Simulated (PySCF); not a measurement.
# Relaxation of doublet ICl₂

These are results of UPBE0 in PySCF with I def2-TZVP with ECP28, Cl def2-TZVP; scalar-relativistic core potentials, no spin–orbit coupling; density-fitted integrals, not measurements. A (50,194) grid was used.

A hand-made bent start, of C2v symmetry, held to at least that symmetry:

```xyz
3
charge 0 multiplicity 2, angstrom
I     0.0000    0.0000   -0.4728
Cl    1.9004    0.0000    0.8579
Cl   -1.9004    0.0000    0.8579
```

At each step, columns x, y, z (Å) and Fx, Fy, Fz (eV/Å):

```
step 0  E − E(last) = 81.17 kJ/mol
I    0.000   0.000  -0.473   0.000   0.000  -0.995
Cl   1.900   0.000   0.858   2.107   0.000   0.498
Cl  -1.900   0.000   0.858  -2.107   0.000   0.498
step 1  E − E(last) = 37.38 kJ/mol
I    0.000   0.000  -0.408   0.000   0.000   0.574
Cl   2.074   0.000   0.826   0.622   0.000  -0.287
Cl  -2.074   0.000   0.826  -0.622   0.000  -0.287
step 2  E − E(last) = 14.97 kJ/mol
I    0.000   0.000  -0.267   0.000   0.000   0.923
Cl   2.248   0.000   0.755  -0.252   0.000  -0.462
Cl  -2.248   0.000   0.755   0.252   0.000  -0.462
step 3  E − E(last) = 8.01 kJ/mol
I    0.000   0.000  -0.158   0.000   0.000   0.747
Cl   2.331   0.000   0.700  -0.533   0.000  -0.373
Cl  -2.331   0.000   0.700   0.533   0.000  -0.373
step 4  E − E(last) = 3.32 kJ/mol
I    0.000   0.000  -0.084   0.000   0.000   0.463
Cl   2.350   0.000   0.663  -0.433   0.000  -0.232
Cl  -2.350   0.000   0.663   0.433   0.000  -0.232
step 5  E − E(last) = 0.07 kJ/mol
I    0.000   0.000  -0.011   0.000   0.000   0.050
Cl   2.336   0.000   0.627  -0.007   0.000  -0.025
Cl  -2.336   0.000   0.627   0.007   0.000  -0.025
step 6  E − E(last) = 0.00 kJ/mol
I    0.000   0.000   0.005   0.000   0.000   0.009
Cl   2.342   0.000   0.619   0.003   0.000  -0.004
Cl  -2.342   0.000   0.619  -0.003   0.000  -0.004
step 7  E − E(last) = 0.00 kJ/mol
I    0.000   0.000   0.009   0.001   0.000   0.001
Cl   2.344   0.000   0.617  -0.001   0.000   0.000
Cl  -2.344   0.000   0.617   0.000   0.000   0.000
```

It ends at C2v with I–Cl 2.421 Å (×2); Cl–I–Cl 151.1° (after a last refinement on a finer grid). A frequency run shows a minimum. Other isomers or separated fragments may lie lower.

With an element this heavy the missing spin–orbit coupling can shift these numbers.
